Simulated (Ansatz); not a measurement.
The Si1–H4 bond of C2H4Si (SMILES C#C[SiH3]) is stretched (multiplicity 1, the rest rigid).
Geometry at rest (charge 0, multiplicity 1):
```xyz
7

Si    -0.9456    -0.0781    -0.4697
C      0.6846     0.0566     0.3401
C      1.7613     0.1455     0.8750
H     -1.0538     0.9501    -1.5267
H     -1.0849    -1.4224    -1.0694
H     -2.0102     0.1295     0.5351
H      2.7115     0.2240     1.3470
```

Correlated levels freeze the cores.

Codes used: Ansatz (Gaussian orbitals). Values without a source in brackets are computed.

Energies above the point at 1.479 Å (the B3LYP-D3(BJ) bond length), FIC-MRCISD+Q on CASSCF(2,2)/cc-pV(T+d)Z (kcal/mol): 5.71 at 1.331 Å; 3.78 at 1.626 Å; 94.89 at 4.731 Å.

Task: Take the last value as the depth D of a Morse curve D(1 − e^(−a(R − R₀)))², fit a and R₀ to the two near points, and test it at 1.996 and 2.587 Å.

Result: 
With D = 94.9, both near points (counted from the curve's value at 1.479 Å) are met by a = 1.49 Å⁻¹ and R₀ = 1.478 Å, so k = 2Da² = 424 kcal/(mol Å²). The curve then gives 27.6 and 62.2 kcal/mol; the level itself gives 28.5 and 67.4, so Morse is off by -1.0 and -5.2.

Ansatz is a quantum-chemistry and plane-wave program.
